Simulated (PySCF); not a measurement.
## Dipole response of Hg³⁺ (mercury, charge +3)

[Xe] 4f14 5d9, 2D determinant. Calculation: PySCF 2.14, in def2-QZVPPD with the def2 core potential (60 electrons); scalar relativity through the core potential. Coupled (time-dependent) response in atomic units; α is the mean over directions.

| method | mean α (bohr³) | α xx, yy, zz | C₆ (like pair) | S(−4) |
| --- | --- | --- | --- | --- |
| TPSSh | 5.634 | 5.546, 5.546, 5.812 | 32.55 | 4.726 |
| M06-L | 5.489 | 5.392, 5.392, 5.685 | 31.64 | 4.325 |

S(−4) is the Cauchy moment in α(ω) = α(0) + S(−4) ω² + …

Spin-orbit coupling is absent.

α(iu) at TPSSh:

| u (hartree) | α(iu) (bohr³) |
| --- | --- |
| 0 | 5.634 |
| 0.0500 | 5.623 |
| 0.100 | 5.588 |
| 0.200 | 5.456 |
| 0.300 | 5.257 |
| 0.500 | 4.754 |
| 0.750 | 4.094 |
| 1.00 | 3.503 |
| 1.50 | 2.584 |
| 2.00 | 1.948 |
| 3.00 | 1.187 |
| 5.00 | 0.5490 |

For an ion, C₆ is the dispersion term alone; charge-induced terms of lower order in 1/R come first.

The components differ because the open shell of this determinant is not spherical; for a pure term their mean is the scalar polarisability.

Energies and moments cover only the electrons outside the core potential. Spin-orbit coupling, absent here, splits the open shell strongly.
